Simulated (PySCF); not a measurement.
Job file and geometry (Å, from GFN2-xTB) of an NMR shielding run on SMILES F[Si@@H]1O[SiH2][C@H](C2CCC2)O1, C5H11FO2Si2, GIAO PBE0/pcSseg-1 NMR shielding, non-relativistic, gas phase in PySCF; density fitting, a coarse starting grid and PySCF grid level 2 are the driver's defaults:

```
$ OMP_NUM_THREADS=1 python probes_run.py task.json out

{"job": {"kind": "nmr", "xc": "PBE0", "basis": "pcSseg-1"}, "charge": 0, "multiplicity": 1}
F      3.013750     1.936427    -0.565194
Si     2.758927     0.858837     0.586909
O      2.682601    -0.615039    -0.113252
Si     1.279687    -1.427235     0.067189
C      0.359303    -0.056513     1.077622
C     -0.947928     0.481614     0.514033
C     -2.006284    -0.582641     0.175896
C     -2.017918    -0.105442    -1.284879
C     -0.922804     0.922703    -0.960237
O      1.282096     1.032232     1.201151
H      3.823617     0.904059     1.550831
H      1.540069    -2.590222     0.908163
H      0.773064    -1.704625    -1.266236
H      0.163404    -0.408764     2.100686
H     -1.316498     1.265299     1.180103
H     -2.951210    -0.468085     0.703100
H     -1.651266    -1.603386     0.309654
H     -1.732821    -0.864293    -2.010051
H     -2.961251     0.337815    -1.597080
H      0.029935     0.744547    -1.454672
H     -1.207392     1.959658    -1.124207
```

Problem. Write the output of this run.

Solution. 
```
coarse grid: 18760 points
cycle   1  E = -1025.4843317970  dE =  1.577e+00  |g| = 1.076e+00  |ddm| = 4.335e+00
cycle   2  E = -1025.2276997801  dE =  2.566e-01  |g| = 1.612e+00  |ddm| = 2.048e+00
cycle   3  E = -1025.6875186279  dE = -4.598e-01  |g| = 1.039e-01  |ddm| = 1.377e+00
cycle   4  E = -1025.6889615869  dE = -1.443e-03  |g| = 6.486e-02  |ddm| = 1.298e-01
cycle   5  E = -1025.6897507652  dE = -7.892e-04  |g| = 1.106e-02  |ddm| = 5.184e-02
cycle   6  E = -1025.6897679760  dE = -1.721e-05  |g| = 3.878e-03  |ddm| = 1.041e-02
cycle   7  E = -1025.6897707430  dE = -2.767e-06  |g| = 8.417e-04  |ddm| = 3.335e-03
final grid: 173008 points
cycle   8  E = -1025.7758502854  dE = -4.390e-05  |g| = 1.389e-02  |ddm| = 3.803e-02
cycle   9  E = -1025.7758050841  dE =  4.520e-05  |g| = 2.077e-02  |ddm| = 2.595e-02
cycle  10  E = -1025.7758886172  dE = -8.353e-05  |g| = 1.279e-03  |ddm| = 1.611e-02
cycle  11  E = -1025.7758889507  dE = -3.335e-07  |g| = 3.168e-04  |ddm| = 1.355e-03
cycle  12  E = -1025.7758889704  dE = -1.967e-08  |g| = 8.331e-05  |ddm| = 3.447e-04
cycle  13  E = -1025.7758889714  dE = -1.082e-09  |g| = 3.848e-05  |ddm| = 9.739e-05
cycle  14  E = -1025.7758889717  dE = -2.487e-10  |g| = 8.376e-06  |ddm| = 3.036e-05
converged SCF energy = -1025.7758889717

GIAO shielding tensors (ppm)
atom      isotropic    diamagn.    paramagn.     s11        s22        s33       span
  0 F      309.792     467.941    -158.149    258.487    272.736    398.152    139.664
  1 Si     392.352     881.889    -489.537    365.427    396.262    415.366     49.939
  2 O      267.840     397.650    -129.810    202.465    282.520    318.536    116.071
  3 Si     368.456     881.244    -512.788    339.775    346.191    419.401     79.627
  4 C      111.547     250.247    -138.700     77.237     97.908    159.496     82.259
  5 C      150.621     248.484     -97.863    137.532    152.244    162.087     24.554
  6 C      164.249     252.955     -88.705    154.531    156.527    181.690     27.159
  7 C      169.702     252.139     -82.437    161.542    164.299    183.265     21.723
  8 C      162.231     249.885     -87.653    150.233    155.416    181.045     30.812
  9 O      262.443     396.931    -134.489    216.403    243.159    327.766    111.362
 10 H       27.251      27.976      -0.725     23.280     23.562     34.911     11.631
 11 H       26.610      29.789      -3.178     22.733     24.502     32.596      9.863
 12 H       26.420      31.191      -4.770     23.115     25.476     30.670      7.555
 13 H       27.378      32.217      -4.838     23.390     27.290     31.455      8.064
 14 H       28.605      32.782      -4.176     24.353     28.555     32.908      8.556
 15 H       29.444      30.712      -1.268     25.885     26.688     35.759      9.875
 16 H       30.791      32.348      -1.557     27.433     29.757     35.183      7.749
 17 H       29.832      30.744      -0.912     26.130     27.722     35.643      9.513
 18 H       29.560      29.756      -0.195     26.112     26.459     36.110      9.998
 19 H       29.907      33.457      -3.551     26.334     30.192     33.194      6.860
 20 H       29.330      31.553      -2.223     25.387     27.523     35.081      9.694
```

Size and cost of the density-fitted run: 239 basis functions, 81 s wall time on 1 thread of an Arm Neoverse V1, shared host; peak memory 1.1 GiB.
